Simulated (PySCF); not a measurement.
A PySCF script (with the pyscf-properties extension) for the NMR shieldings of SMILES [SiH2](PB)C(C)(C)C, C4H14BPSi, on a PBE0-D3(BJ)/def2-SVP geometry:

```python
import basis_set_exchange as bse
import numpy as np
from pyscf import gto, dft
from pyscf.prop import nmr

atoms = """
B     3.893093    0.456784   -0.696504
P     2.300021    0.815597    0.169406
Si    0.887438   -0.887717   -0.236398
C    -0.902093   -0.374514    0.165872
C    -1.810373   -1.579850   -0.093344
C    -0.984657    0.039298    1.637567
C    -1.306561    0.796014   -0.732031
H     4.946667    0.728722   -0.175193
H     3.847130    0.074072   -1.841133
H     2.563033    0.766556    1.563535
H     1.260880   -2.095767    0.565205
H     1.043867   -1.185916   -1.693207
H    -1.535095   -2.446239    0.529999
H    -2.858791   -1.324954    0.142146
H    -1.778620   -1.899388   -1.147733
H    -2.021613    0.312427    1.901358
H    -0.675947   -0.774683    2.313761
H    -0.351616    0.916227    1.850696
H    -0.661549    1.674723   -0.570973
H    -1.251987    0.531752   -1.800357
H    -2.346307    1.099989   -0.518100
"""
names = dict.fromkeys(["B", "P", "Si", "C", "H"], "pcSseg-1")
basis = {el: gto.basis.parse(bse.get_basis(n, elements=[el], fmt="nwchem")) for el, n in names.items()}
mol = gto.M(atom=atoms, basis=basis, charge=0, verbose=0)
mf = dft.RKS(mol, xc="PBE0")
mf.grids.level = 2
mf.grids.alignment = dft.numint.BLKSIZE   # the property module wants whole blocks of grid points
mf.conv_tol = 1e-9
mf.kernel()

calc = nmr.RKS(mf)   # GIAO
C = mf.mo_coeff
Co = C[:, mf.mo_occ > 0]
resp = mf.gen_response(singlet=True, hermi=2)
def vind(x):   # induced exchange potential for any number of trial vectors
    d = np.einsum("pi,xij,qj->xpq", C, 2 * x.reshape(-1, C.shape[1], Co.shape[1]), Co, optimize=True)
    return np.einsum("xpq,pi,qj->xij", resp(d - d.transpose(0, 2, 1)), C, Co, optimize=True).ravel()
mo1, _ = nmr.rhf.solve_mo1(calc, with_cphf=vind)
sigma = calc.kernel(mo1)
for i, s in enumerate(sigma):   # ppm
    print("%2d %-2s %9.2f" % (i, mol.atom_pure_symbol(i), np.trace(s) / 3))
```

**Question.** Give the expected output.

**Answer.** 
```
 0 B      17.34
 1 P     451.84
 2 Si    372.44
 3 C     166.00
 4 C     156.07
 5 C     156.70
 6 C     156.86
 7 H      22.94
 8 H      23.11
 9 H      27.59
10 H      26.82
11 H      26.74
12 H      30.18
13 H      30.24
14 H      30.14
15 H      30.43
16 H      30.34
17 H      30.18
18 H      29.62
19 H      30.24
20 H      30.40
```

These numbers come from an equivalent density-fitted implementation of the same equations, which agrees with the script to about 0.01 ppm for H and up to a few tenths of a ppm for heavy atoms, so last digits may differ.

Size and cost of the density-fitted run: 203 basis functions, 71 s wall time on 1 thread of an Intel Xeon, shared host; peak memory 0.92 GiB.
